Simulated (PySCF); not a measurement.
A PySCF script (with the pyscf-properties extension) for the NMR shieldings of SMILES CC#C[BH2-]CC, [C₅H₁₀B]-, on a GFN2-xTB geometry:

```python
import basis_set_exchange as bse
import numpy as np
from pyscf import gto, dft
from pyscf.prop import nmr

atoms = """
C     3.097226    0.697230    0.261237
C     1.817748    0.033877    0.005488
C     0.761703   -0.510086   -0.200820
B    -0.615487   -1.219127   -0.478141
C    -1.738150   -0.662919    0.608566
C    -1.978478    0.839825    0.509813
H     3.791494    0.024667    0.778390
H     2.958256    1.586443    0.887034
H     3.568673    1.014015   -0.676390
H    -0.973930   -0.972415   -1.623813
H    -0.477809   -2.430413   -0.343334
H    -2.699117   -1.177169    0.463174
H    -1.423719   -0.891140    1.635911
H    -1.042656    1.373746    0.671506
H    -2.712256    1.204083    1.242908
H    -2.341099    1.098325   -0.485456
"""
names = dict.fromkeys(["C", "B", "H"], "pcSseg-1")
basis = {el: gto.basis.parse(bse.get_basis(n, elements=[el], fmt="nwchem")) for el, n in names.items()}
mol = gto.M(atom=atoms, basis=basis, charge=-1, verbose=0)
mf = dft.RKS(mol, xc="PBE0")
mf.grids.level = 2
mf.grids.alignment = dft.numint.BLKSIZE   # the property module wants whole blocks of grid points
mf.conv_tol = 1e-9
mf.kernel()

calc = nmr.RKS(mf)   # GIAO
C = mf.mo_coeff
Co = C[:, mf.mo_occ > 0]
resp = mf.gen_response(singlet=True, hermi=2)
def vind(x):   # induced exchange potential for any number of trial vectors
    d = np.einsum("pi,xij,qj->xpq", C, 2 * x.reshape(-1, C.shape[1], Co.shape[1]), Co, optimize=True)
    return np.einsum("xpq,pi,qj->xij", resp(d - d.transpose(0, 2, 1)), C, Co, optimize=True).ravel()
mo1, _ = nmr.rhf.solve_mo1(calc, with_cphf=vind)
sigma = calc.kernel(mo1)
for i, s in enumerate(sigma):   # ppm
    print("%2d %-2s %9.2f" % (i, mol.atom_pure_symbol(i), np.trace(s) / 3))
```

Problem. What does it print?

Solution. 
```
 0 C     178.26
 1 C     107.21
 2 C      66.19
 3 B     137.58
 4 C     167.61
 5 C     167.32
 6 H      29.80
 7 H      29.71
 8 H      29.77
 9 H      30.58
10 H      30.29
11 H      31.55
12 H      31.59
13 H      30.18
14 H      30.88
15 H      31.15
```

These numbers come from an equivalent density-fitted implementation of the same equations, which agrees with the script to about 0.01 ppm for H and up to a few tenths of a ppm for heavy atoms, so last digits may differ.

Size and cost of the density-fitted run: 152 basis functions, 14 s wall time on 1 thread of an AMD EPYC 7B13, shared host; peak memory 0.83 GiB.
